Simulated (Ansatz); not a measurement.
`[Cl][Ti]([Cl])([Cl])[SeH]`. Charge 0, multiplicity 1.

Cartesian coordinates in Å:
```
Cl -1.378 1.545 -0.939
Ti -0.358 -0.256 -0.285
Cl -1.730 -1.832 0.266
Cl 1.055 -0.882 -1.811
Se 0.821 0.196 1.744
H 1.590 1.229 1.026
```

Task: What are the harmonic wavenumbers in cm⁻¹ at PBE0-D4/def2-TZVP (Ansatz, finite differences of forces, unscaled)? (Estimate.)

Result: Computed: 88, 90, 114, 118, 122, 163, 311, 418, 450, 501, 524, 2411.

Task: Is this a minimum?

Result: Yes, all 12 modes are real.

Task: Give the ideal-gas thermochemistry at 298.15 K and 1 bar (rigid rotor, harmonic oscillator; point group Cs, symmetry number 1).

Result: Zero-point energy 31.8 kJ/mol; H(298) − E = 56.5 kJ/mol; entropy 403.6 J/(mol·K), of which translation 176.9, rotation 128.0, vibration 98.7; G(298) − E = -63.9 kJ/mol. Modes under 100 cm⁻¹ are hindered rotations or soft bends, so the harmonic entropy is rough.

Task: And at 400, 500, 600, 800 and 1000 K?

Result: 
| T (K) | H − E (kJ/mol) | S (J/mol/K) | G − E (kJ/mol) |
| --- | --- | --- | --- |
| 400 | 68.0 | 437.0 | -106.8 |
| 500 | 79.8 | 463.3 | -151.8 |
| 600 | 91.9 | 485.3 | -199.3 |
| 800 | 116.5 | 520.7 | -300.0 |
| 1000 | 141.6 | 548.7 | -407.1 |

Task: Rotational constants (cm⁻¹)?

Result: 0.03698, 0.02547, 0.02508.
